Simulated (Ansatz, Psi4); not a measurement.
Input for Ansatz (a program for electronic structure):
Ansatz 0.2 input:
```yaml
crystal:
  periodic: [false, false, false]
  atoms:
    - {symbol: C, position_ang: [-0.67711892, -1.08180973, -1.45041309]}
    - {symbol: Si, position_ang: [0.00000000, 0.00000000, 0.00000000]}
    - {symbol: C, position_ang: [0.21985601, 1.71350242, -0.86491228]}
    - {symbol: C, position_ang: [-1.24107524, -0.43088326, 1.41653533]}
    - {symbol: C, position_ang: [1.69833815, -0.20080944, 0.89879004]}
    - {symbol: H, position_ang: [-1.66124579, -0.75784599, -1.77610039]}
    - {symbol: H, position_ang: [-0.74380925, -2.11493410, -1.12275818]}
    - {symbol: H, position_ang: [0.00524492, -1.01545661, -2.29251058]}
    - {symbol: H, position_ang: [0.49809965, 2.45437331, -0.12137873]}
    - {symbol: H, position_ang: [-0.71985364, 2.00266353, -1.32587101]}
    - {symbol: H, position_ang: [0.98814373, 1.68771292, -1.63211453]}
    - {symbol: H, position_ang: [-2.25393721, -0.24909667, 1.06981413]}
    - {symbol: H, position_ang: [-1.16238239, -1.46887464, 1.72623150]}
    - {symbol: H, position_ang: [-1.03598392, 0.20261311, 2.27430641]}
    - {symbol: H, position_ang: [1.75059264, -1.18982003, 1.34407518]}
    - {symbol: H, position_ang: [2.49964681, -0.09034253, 0.17432278]}
    - {symbol: H, position_ang: [1.83548446, 0.53900772, 1.68198342]}
basis:
  gaussian:
    orbitals: STO-3G
total_charge: 1
magnetization: {spin_polarized: true, initial_magnetization: 1}
correlation: {method: mp2, electrons: outside_noble_gas}
accuracy: high
```

Convert this to an input for Psi4.

Several could match; the one computed here: 
```
memory 2 GB

molecule mol {
1 2
C    -0.677119   -1.081810   -1.450413
Si    0.000000    0.000000    0.000000
C     0.219856    1.713502   -0.864912
C    -1.241075   -0.430883    1.416535
C     1.698338   -0.200809    0.898790
H    -1.661246   -0.757846   -1.776100
H    -0.743809   -2.114934   -1.122758
H     0.005245   -1.015457   -2.292511
H     0.498100    2.454373   -0.121379
H    -0.719854    2.002664   -1.325871
H     0.988144    1.687713   -1.632115
H    -2.253937   -0.249097    1.069814
H    -1.162382   -1.468875    1.726231
H    -1.035984    0.202613    2.274306
H     1.750593   -1.189820    1.344075
H     2.499647   -0.090343    0.174323
H     1.835484    0.539008    1.681983
}

set {
  basis sto-3g
  reference uhf
  freeze_core true
  mp2_type conv
  scf_type pk
  puream true
  d_convergence 1e-8
}

energy('mp2')
print_variables()
```

Both were run: Ansatz gave -442.234393 Eh and Psi4 -442.234393 Eh, 0.000 mEh apart.
